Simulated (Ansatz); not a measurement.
Z-matrix (Å, degrees):
```
S
O 1 1.447
O 1 1.447 2 115.5
O 1 1.447 2 115.5 3 139.3
C 1 1.853 2 102.4 3 -110.4
F 5 1.341 1 111.9 2 -179.9
F 5 1.341 1 111.9 2 -59.9
F 5 1.341 1 111.9 2 60.1
```

Total charge -1; spin multiplicity 1.

List the ωB97M-V/def2-TZVPPD orbital energies in eV (the Gaussian-basis code of Ansatz). (Estimate.)

Ansatz gave: Occupied: -2427.48, -674.73, -674.73, -674.73, -520.94, -520.94, -520.94, -284.15, -220.50, -163.65, -163.59, -163.59, -35.64, -33.22, -33.22, -29.63, -25.89, -25.89, -19.14, -16.38, -15.43, -15.43, -13.44, -12.18, -12.18, -11.21, -11.17, -11.17, -10.76, -10.76, -10.46, -7.92, -7.92, -6.93, -6.93, -6.52, -5.50. Lowest empty: 4.25, 4.33, 4.38, 4.39, 5.49, 5.49, 5.60, 6.20.
